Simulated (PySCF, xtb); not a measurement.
Ge(Me)4 (C₄H₁₂Ge), SMILES [Ge]([CH3])([CH3])([CH3])[CH3].

Harmonic wavenumbers (cm⁻¹) from GFN2-xTB in xtb 6.7.1 at its own minimum, in rising order: 89, 108, 111, 111, 152, 152, 166, 166, 166, 519, 582, 582, 582, 709, 709, 709, 801, 802, 805, 805, 805, 1325, 1325, 1325, 1331, 1466, 1466, 1466, 1470, 1470, 1476, 1476, 1476, 3020, 3020, 3021, 3023, 3025, 3025, 3025, 3026, 3027, 3030, 3030, 3030.

### Question
What does B3LYP-D3(BJ)/def2-SVP (PySCF) give at its own minimum? (An estimate is asked for; the answer gives what the named calculation found.)

### Answer
122, 134, 134, 134, 166, 166, 182, 182, 182, 550, 596, 596, 596, 697, 697, 697, 830, 830, 831, 831, 831, 1252, 1252, 1252, 1264, 1433, 1433, 1433, 1436, 1436, 1448, 1448, 1448, 3030, 3030, 3030, 3032, 3126, 3126, 3126, 3126, 3126, 3127, 3127, 3127. Paired by order, the mean absolute difference is 40 cm⁻¹ and the zero-point energies are 90.1 and 91.0 kcal/mol.
